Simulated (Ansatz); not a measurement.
The first iterations of a band of C2H8GeN2O (14 atoms, charge 0, multiplicity 1).

The calculation used Ansatz, RKS PBE0/def2-SVP.

- movable images: 9
- climbing image: yes
- spring: 5.0 eV/Å²
- optimiser: quadratic models (default)
- start path: through a guess of the saddle point
- force threshold: 0.2 eV/Å
- iteration limit: 23
- end points: relaxed

Image 0:

```xyz
14
Properties=species:S:1:pos:R:3
C 0.637 -2.088 -0.028
N 0.954 -0.863 0.005
C -0.035 0.128 -0.334
N 0.578 1.013 -1.291
O -1.234 -0.355 -0.870
Ge -0.545 1.011 1.394
H 1.388 -2.839 0.252
H -0.369 -2.437 -0.318
H 1.573 1.106 -1.105
H 0.146 1.934 -1.304
H -1.074 -0.423 -1.825
H -1.269 0.030 2.333
H 0.715 1.566 2.083
H -1.476 2.189 1.037
```

Image 10:

```xyz
14
Properties=species:S:1:pos:R:3
C 0.652 -2.037 -0.004
N 0.991 -0.819 0.058
C 0.033 0.201 -0.267
N 0.721 1.212 -1.011
O -1.150 -0.265 -0.886
Ge -0.568 1.007 1.463
H 1.390 -2.806 0.262
H -0.359 -2.369 -0.301
H 1.317 0.822 -1.739
H 0.074 1.889 -1.405
H -0.927 -0.521 -1.793
H -1.439 -0.008 2.228
H 0.652 1.405 2.304
H -1.401 2.258 1.120
```

| iteration | highest image above the first end (eV) | largest band force component (eV/Å) |
| --- | --- | --- |
| 1 | 1.561 | 15.372 |
| 2 | 0.550 | 2.176 |

Problem. Does the band converge within its limit, and where does its top end?

Solution. The run converged. It ended after 8 iterations with the highest image 0.180 eV above the first end. The threshold of 0.2 eV/Å is loose, so the images may lie well off the minimum-energy path. The order of the stationary point at the top wasn't checked.

Time of the run: 6.1 min on 2 threads of Arm Neoverse V2 (shared host), peak memory 0.45 GiB.
